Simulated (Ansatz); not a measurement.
Geometry optimisation, Ansatz 0.2.0, RKS B3LYP/def2-SVP.

input.yaml

```yaml
crystal:
  periodic: [false, false, false]
  atoms:
    - { symbol: In, position_ang: [0.119731, 0.392114, -0.138269] }
    - { symbol: Cl, position_ang: [-0.123273, 0.363458, 2.275068] }
    - { symbol: Cl, position_ang: [2.1383, 1.088167, -1.08517] }
    - { symbol: O, position_ang: [-1.485939, -0.030089, -1.238051] }
    - { symbol: H, position_ang: [-2.248651, -0.244733, -0.679283] }
    - { symbol: O, position_ang: [0.576561, -2.56951, 0.915855] }
    - { symbol: Si, position_ang: [-0.389106, -3.864535, 0.417311] }
    - { symbol: H, position_ang: [0.503062, -4.874442, -0.207395] }
    - { symbol: H, position_ang: [-1.111326, -4.458963, 1.589326] }
    - { symbol: H, position_ang: [-1.394478, -3.390042, -0.585202] }
    - { symbol: H, position_ang: [0.351319, -2.110325, 1.76071] }
basis:
  gaussian: { orbitals: def2-SVP }
hamiltonian:
  xc: b3lyp
relax:
  f_tol: 0.03
  max_steps: 50
```

Command:

```bash
$ ansatz run input.yaml --threads 4 --pin off --max-ram 5120MiB --backend cpu --events-out ev --progress --plain --runs-dir out
```

Problem. Where does it end, and by what steps?

Solution. The run converged. After 37 steps the energy has fallen by 0.499 eV; Cl3 moved furthest, 1.89 Å. Joined: In1–O6 (3.18 → 2.32 Å).

```tsv
step	energy less start (eV)	largest force component (eV/Å)	accepted
0	0.0000	0.721	yes
2	-0.3301	0.491	yes
4	-0.3952	0.224	yes
6	-0.4220	0.091	yes
8	-0.4392	0.291	yes
10	-0.4495	0.090	yes
12	-0.4547	0.178	yes
14	-0.4579	0.158	yes
16	-0.4631	0.231	yes
18	-0.4660	0.175	yes
20	-0.4736	0.129	yes
22	-0.4780	0.158	yes
24	-0.4815	0.147	yes
26	-0.4852	0.043	yes
28	-0.4880	0.120	yes
30	-0.4919	0.209	yes
32	-0.4954	0.142	yes
34	-0.4978	0.086	yes
36	-0.4988	0.035	yes
37	-0.4991	0.016	yes
```

```xyz
11
Properties=species:S:1:pos:R:3
In -0.128 -0.113 0.023
Cl 0.348 0.557 2.268
Cl 1.666 -0.711 -1.395
O -1.863 0.398 -0.832
H -2.441 0.847 -0.198
O -0.417 -2.243 0.899
Si -0.052 -3.786 0.234
H 1.389 -4.089 0.419
H -0.883 -4.789 0.952
H -0.432 -3.678 -1.191
H -0.249 -2.092 1.846
```

Whether the end is a true minimum wasn't checked by a vibrational analysis.

Run time: 100 s on 4 threads of Arm Neoverse V2, on a shared host, peak memory 0.4 GiB.
